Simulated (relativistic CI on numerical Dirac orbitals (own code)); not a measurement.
**Ligand-field terms of d6**

Computed with a parametric ligand-field model of a d^n configuration (Racah B and C, spin-orbit zeta, crystal field), exact diagonalisation.

Field parameters in Wybourne normalisation: Oh B⁴₀ = 21Dq, B⁴₄ = √(5/14) B⁴₀; Td as Oh with Dq negative (B⁴₀ = 21Dq, B⁴₄ = √(5/14) B⁴₀). The field is a parameter set, without covalency.

**Question.** Ground term and bands for B = 600, C = 2110, ζ = 0 cm⁻¹, Td, 10Dq = -9400 cm⁻¹?

**Answer.** Ground term 5E with 3.00 electrons in the two orbitals of the cubic e set. Spin-allowed: 5T2 9400 cm⁻¹ (1064 nm). Lowest spin-forbidden: 3T1 3587 cm⁻¹ (2788 nm), 1T2 9548 cm⁻¹ (1047 nm), 1E 10402 cm⁻¹ (961 nm).

**Question.** Ground term and bands for B = 410, C = 1810, ζ = 0 cm⁻¹, Oh, 10Dq = 21600 cm⁻¹?

**Answer.** Ground term 1A1 with 0.02 electrons in the two orbitals of the cubic e set. Spin-allowed: 1T1 20269 cm⁻¹ (493 nm), 1T2 26119 cm⁻¹ (383 nm), 1T2 41263 cm⁻¹ (242 nm), 1E 41581 cm⁻¹ (240 nm). Lowest spin-forbidden: 3T1 16457 cm⁻¹ (608 nm), 3T2 19364 cm⁻¹ (516 nm), 5T2 27383 cm⁻¹ (365 nm).

**Question.** A d6 ion in Oh symmetry has the ground term 1A1 and bands at 5T2 3463 cm⁻¹ (2888 nm), 3T1 4355 cm⁻¹ (2296 nm), 3T2 6875 cm⁻¹ (1454 nm), 1T1 8123 cm⁻¹ (1231 nm), 1T2 13178 cm⁻¹ (759 nm), 1E 17092 cm⁻¹ (585 nm), 1T2 17258 cm⁻¹ (579 nm). Which parameters reproduce them?

**Answer.** B = 440, C = 1710, ζ = 0 cm⁻¹, Oh, 10Dq = 9100 cm⁻¹.

**Question.** Ground term and bands for B = 1020, C = 5190, ζ = 0 cm⁻¹, Oh, 10Dq = 8750 cm⁻¹?

**Answer.** Ground term 5T2 with 2.00 electrons in the two orbitals of the cubic e set. Spin-allowed: 5E 8750 cm⁻¹ (1143 nm). Lowest spin-forbidden: 3T1 19137 cm⁻¹ (523 nm), 3T2 22502 cm⁻¹ (444 nm), 1A1 23980 cm⁻¹ (417 nm).

**Question.** Ground term and bands for B = 900, C = 4600, ζ = 0 cm⁻¹, Td, 10Dq = -11350 cm⁻¹?

**Answer.** Ground term 5E with 3.00 electrons in the two orbitals of the cubic e set. Spin-allowed: 5T2 11350 cm⁻¹ (881 nm). Lowest spin-forbidden: 3T1 14428 cm⁻¹ (693 nm), 3E 22784 cm⁻¹ (439 nm), 3T1 24160 cm⁻¹ (414 nm).
